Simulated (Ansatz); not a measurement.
`Cl[C]1=[CH][AlH]1` + HBr → `Br[C]1=[CH][AlH]1` + HCl at 700 K and 1 bar (substitution at a C–Cl bond).

Isolated molecules relaxed with PBE0-D4/def2-TZVP in Ansatz; ΔE leaves out vibrations. CCSD(T)/CBS is the MP2 limit (def2-TZVPP, def2-QZVPP) plus CCSD(T) − MP2 in def2-TZVPP, frozen cores. This one scheme is used for every species. For Br outer-core shells are correlated without core-valence functions, which leaves a few kJ/mol of doubt a bond. Scalar relativity is left out up to krypton.

```
            species  CCSD(T)/CBS energy (Eh)  H − E (kJ/mol)  S (J/(mol·K))
`Cl[C]1=[CH][AlH]1`               -779.01931           124.8          372.6
                HBr              -2573.91920            36.5          223.7
`Br[C]1=[CH][AlH]1`              -2892.56060           124.4          385.7
                HCl               -460.38127            38.4          211.8
```

H − E and S are ideal-gas, rigid-rotor, harmonic terms from PBE0-D4/def2-TZVP. 1 Eh = 2625.50 kJ/mol, R = 8.31446 J/(mol·K).

By hand: ΔE, ΔH, ΔS and ΔG.

ΔE = (-2892.56060) + (-460.38127) − (-779.01931) − (-2573.91920) = -0.00336 Eh = -8.8 kJ/mol. Δ(H − E) = 124.4 + 38.4 − 124.8 − 36.5 = 1.5, so ΔH = -7.3 kJ/mol. ΔS = 385.7 + 211.8 − 372.6 − 223.7 = 1.2 J/(mol·K). ΔG = -7.3 − 700 × (1.2)/1000 = -8.1 kJ/mol.

By hand: the equilibrium constant, and the temperature at which ΔG would vanish if ΔH and ΔS stayed fixed.

log₁₀ K = −ΔG/(RT ln 10) = 0.6. ΔH and −TΔS have one sign here, so there is no such temperature. One of them is within its doubt of zero, so this could turn.

The number of gas molecules stays the same, so ΔS is small and ΔH decides. A doubt of 5 kJ/mol in ΔE shifts log₁₀ K by 0.4 here. These are equilibria of isolated gas molecules and say nothing of rates. Largest T1 diagnostic: 0.013 (customary marks: 0.02 for closed shells, 0.045 for open ones).
